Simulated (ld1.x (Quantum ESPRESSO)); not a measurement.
# Building the TM potential for I (LDA (PZ), fully relativistic).

```json
{"Element": "iodine (I)", "Generator": "ld1.x (Quantum ESPRESSO) 7.5", "Type": "norm-conserving Troullier–Martins (Kleinman–Bylander form)", "Functional": "LDA (PZ)", "Relativity": "fully relativistic", "Frozen core": "[Kr] 4d10", "Valence charge": "7", "Reference configuration": "5s2 5p5", "Partial waves": "5p (bound): rc 1.45 bohr; 5s (bound): rc 1.55 bohr", "Local potential": "the s channel", "Core correction": "Bessel-smoothed model core inside 0.80 bohr"}
```

Open shells are filled in proportion to 2j + 1 (rel_dist='average').

All-electron outer shells of the reference configuration (LDA (PZ), scalar-relativistic, ld1.x):

```json
{"shell": "4p", "level (eV)": "-127.33", "outermost node (bohr)": "0.37", "outermost maximum (bohr)": "0.72"}
{"shell": "4d", "level (eV)": "-50.33", "outermost node (bohr)": "0.35", "outermost maximum (bohr)": "0.78"}
{"shell": "5s", "level (eV)": "-17.65", "outermost node (bohr)": "0.88", "outermost maximum (bohr)": "1.70"}
{"shell": "5p", "level (eV)": "-7.25", "outermost node (bohr)": "0.96", "outermost maximum (bohr)": "2.02"}
```

**Question.** Estimate the cutoffs (Ry, on a coarse ladder) from which the occupation-weighted sum of valence levels, in a spherical-Bessel basis at the reference potential, stays within 10 and 1 mRy of its value at 400 Ry.

**Answer.** 110 Ry and 200 Ry.

**Question.** Does the potential have ghost states?

**Answer.** Ghost states, extra bound levels that the all-electron valence spectrum of the same l lacks: p3/2 at -195.3 eV, p1/2 at -139.5 eV. A true bound ghost makes a file unfit for plane-wave use.

**Question.** Which valence shell sets the plane-wave cutoff?

**Answer.** 5p: its level needs 140 Ry to come within 1 mRy, against 70 Ry for 5s.

**Question.** Tests: 5s2 5p4; 5s2 5p3; 5s2 5p2; 5s1 5p5; 5s2 5p4.5; 5s2 5p5.3; 5s2 5p1. Which has the largest error in its energy relative to the reference configuration, and how large is it?

**Answer.** 5s2 5p1, with -166 meV (all-electron minus pseudo) on +100.92 eV.
